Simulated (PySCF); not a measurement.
SnF3Cl, SMILES [F][Sn]([F])([F])[Cl]. The structure is a stationary point at B3LYP-D3(BJ)/def2-SVP. The def2 effective core potentials stand for the cores of Sn; spin–orbit coupling is left out.

Method: B3LYP-D3(BJ)/def2-SVP run with PySCF.

Harmonic wavenumbers (cm⁻¹): 122, 122, 168, 168, 187, 397, 645, 673, 673. Rotational constants (GHz): 2.789, 1.687, 1.687; symmetry number 3.

Problem. Work out the zero-point energy and the ideal-gas rigid-rotor harmonic-oscillator thermochemistry at 298.15 K and 1 atm.

Solution. ZPE = ½ Σ hcν = ½ × 3154 cm⁻¹ = 4.51 kcal/mol. H − E(el) = 9.32 kcal/mol. Entropy in cal/(mol K): translation 41.95, rotation 25.91, vibration 15.35, total 83.21. G − E(el) = -15.49 kcal/mol. Cp = 21.61 cal/(mol K). Modes under 150 cm⁻¹ make the vibrational entropy uncertain.
